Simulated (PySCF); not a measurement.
Calculation: B3LYP-D3(BJ)/def2-TZVP // PBE-D3(BJ)/def2-SVP (PySCF). Gas-phase values, no solvent. B3LYP has the VWN-RPA correlation part, as in Gaussian. 

Reference species: [Hf(F)3(Cl)] (neutral, multiplicity 1).

The mean distance from the central atom to its bonded neighbours is 2.022 Å and the dipole moment is 0.09 D. The charge on the central atom (Mulliken) is 1.61 e and the coordination number is 4.

Changed species: [Hf(F)4] (Y = F; the reference has Y = Cl).

Task: Give the shifts of the mean distance from the central atom to its bonded neighbours, dipole moment, charge on the central atom (Mulliken) and coordination number.

Result: the mean distance from the central atom to its bonded neighbours falls by 0.107 Å, to 1.915 Å; the dipole moment decreases by 0.09 D, to 0.00 D; the charge on the central atom (Mulliken) rises by 0.12 e, to 1.73 e; the coordination number stays essentially unchanged.
